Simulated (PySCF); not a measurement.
# Working out the excitation energy of Ar+

Ar+ [Ne] 3s2 3p5 (2P) → Ar+ [Ne] 3s2 3p4 4s1 (4P). Computed with PySCF 2.14 in aug-cc-pV(D+d)Z, with no relativity, point nucleus. Frozen: [Ne]. Energies in hartree (1 hartree = 27.21139 eV):

```
             part  Ar+ (lower)  Ar+ (upper)
              UHF  -526.261706  -525.671666
MP2 opposite-spin    -0.091908    -0.079234
    MP2 same-spin    -0.031224    -0.031886
```

What does Hartree-Fock give?

(-525.671666) − (-526.261706) = 0.590040 hartree = 16.056 eV.

What do MP2 and SCS-MP2 (6/5 opposite-spin, 1/3 same-spin) give?

The opposite-spin parts differ by 0.345 eV and the same-spin parts by -0.018 eV. MP2: 16.056 + (0.345) + (-0.018) = 16.383 eV. SCS-MP2: 16.056 + 1.2 × (0.345) + (-0.018)/3 = 16.464 eV.

Measured between the centres of the two terms (NIST): 16.648 eV, so MP2 (valence) is off by -0.265 eV.

What remains against the reference includes basis incompleteness, the frozen core and correlation beyond second order.
